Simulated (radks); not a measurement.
Results of a calculation; reference values are marked as such.
How relativity changes the ionisation of the strontium ion Sr+ ([Kr] 5s1) to Sr2+ ([Kr]). Spin-unpolarised spherical Kohn-Sham, PBE, point nucleus unless stated (finite: rms radius 4.224 fm), a radial shooting solver on a logarithmic mesh with Libxc functionals. A level marked "c x" has the speed of light scaled by that factor.

level                        E(Sr+) (hartree)  E(Sr2+) (hartree)  IE (eV)   HOMO  <r> HOMO (bohr)
non-rel.                          -3132.73543        -3132.33722   10.836     5s            3.957
scalar-rel.                       -3179.27661        -3178.87214   11.006     5s            3.897
scalar-rel., finite nucleus       -3179.24499        -3178.84053   11.006     5s            3.898
Dirac                             -3179.58132        -3179.17688   11.005  5s1/2            3.898
Dirac, finite nucleus             -3179.54966        -3179.14522   11.005  5s1/2            3.898
Dirac, c x 0.75                   -3218.65348        -3218.24372   11.150  5s1/2            3.849
Dirac, c x 0.85                   -3198.56666        -3198.15965   11.075  5s1/2            3.874
Dirac, c x 3                      -3137.76756        -3137.36869   10.854  5s1/2            3.951

NIST Atomic Spectra Database: 11.030 eV (measured). The relativistic part of the total energy of Sr+ is -46.81 hartree (Dirac, finite nucleus), 1.5 % of the non-relativistic value. Spin polarisation and multiplet splitting of open shells are left out at every level.

Beside tabulated values, note that relativity, absent from the non-relativistic runs, is large for the heavy elements, and spin-unpolarised runs miss the spin-polarisation part of the exchange energy of open shells.
